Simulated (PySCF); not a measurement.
Computed data sheet: aminodiethylborane (`CCB(N)CC`)

Aminodiethylborane, C₄H₁₂BN.
Structure used (PBE0-D3(BJ)/def2-TZVP), in Å, numbered top down from 1:
```xyz
18
C4H12BN angstrom
C      1.6786    0.9155   -0.6499
C      1.3306   -0.0401    0.4973
B      0.0029   -0.8539    0.2041
N      0.0928   -2.0444   -0.5243
C     -1.4141   -0.3641    0.7070
C     -1.7018    1.1225    0.5096
H      1.8238    0.3721   -1.5874
H      2.5957    1.4749   -0.4469
H      0.8821    1.6439   -0.8202
H      2.1720   -0.7259    0.6535
H      1.2321    0.5369    1.4231
H     -0.7100   -2.5914   -0.7851
H      0.9657   -2.4366   -0.8351
H     -1.4464   -0.5833    1.7846
H     -2.2218   -0.9606    0.2658
H     -0.9414    1.7424    0.9918
H     -1.7131    1.3901   -0.5504
H     -2.6699    1.4088    0.9283
```

Some functional groups and rings: three-coordinate boron.

From PBE0-D3(BJ)/def2-TZVP geometry optimisation, gas phase (PySCF):

* Point group: C1
* Rotational constants A, B, C: 3.629, 2.763, 1.809 GHz

**B97-2/pcSseg-2 ground state and GIAO shieldings, non-relativistic (PySCF)**

- Dipole moment: 1.31 D
- HOMO energy: -7.54 eV
- LUMO energy: 0.43 eV
- HOMO–LUMO gap: 7.97 eV
- 13C chemical shifts (computed TMS as zero) by class: 17.1 (C2/C5), 12.9 (C1/C6) ppm
- 1H chemical shifts (computed TMS as zero) by class: 3.43 (H12/H13), 1.03 (H7/H8/H9/H16/H17/H18), 0.78 (H10/H11/H14/H15) ppm
- Isotropic shieldings of nuclei other than C and H, by class: 54 (B3), 164 (N4) ppm

Monoisotopic mass from the formula: 85.1063 u.

With B = h/(8π²I), that is 505.379 GHz u Å² over I, the principal moments of inertia are 139.3, 182.9 and 279.3 u Å² (most abundant isotopes); the inertial defect Ic − Ia − Ib is -42.9 u Å² (zero for a rigid planar frame, negative otherwise). The dipole matches unit charges of opposite sign 0.27 Å apart (1 e·Å = 4.8032 D). The rotational constants make it an asymmetric top with κ = (2B − A − C)/(A − C) = 0.05, midway between the prolate (−1) and oblate (+1) limits.

Geometry: PBE0-D3(BJ)/def2-TZVP, one conformer, isolated molecule. NMR classes are plain means over equivalent atoms (diastereotopic ones count apart unless rotation or inversion swaps them), as if these changed places fast; in this geometry the members of some classes differ.
